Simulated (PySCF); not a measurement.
In(OH)(SeH)2 (H3InOSe2), SMILES [OH][In]([SeH])[SeH].

Coordinates come from a B3LYP-D3(BJ)/def2-SVP optimisation. The structure was generated by enumeration; whether it is a known compound was not checked. The def2 effective core potentials stand for the cores of In; spin–orbit coupling is left out. One conformer was computed; it need not be the lowest.

Two levels are set side by side: PBE/def2-TZVP (PySCF) and PBE0/def2-TZVP (PySCF). Same geometry, gas phase. Differences are taken from unrounded values.

| quantity | PBE |
|---|---|
| orbital gap (eV) | 3.20 |
| highest occupied level (eV) | -6.11 |
| lowest empty level (eV) | -2.91 |
| dipole moment (D) | 1.59 |
| mean polarisability (bohr³) | 103.1 |

These are the PBE values. What does PBE0 give? (The exact figures need the calculation; the answer reports its results.)


| quantity | PBE0 | PBE minus PBE0 |
|---|---|---|
| orbital gap (eV) | 5.13 | -1.94 |
| highest occupied level (eV) | -7.25 | 1.14 |
| lowest empty level (eV) | -2.12 | -0.80 |
| dipole moment (D) | 1.74 | -0.15 |
| mean polarisability (bohr³) | 98.9 | 4.3 |

PBE's occupied levels lie high since its potential decays too fast outside the molecule; exact exchange lowers them and widens the gap. PBE's more diffuse valence density responds more strongly to a field. Differences between two approximate levels are no errors against the true value.

Rough cost on one machine, each run with all the roots and properties that it gave: PBE0 against PBE within a factor of 2.
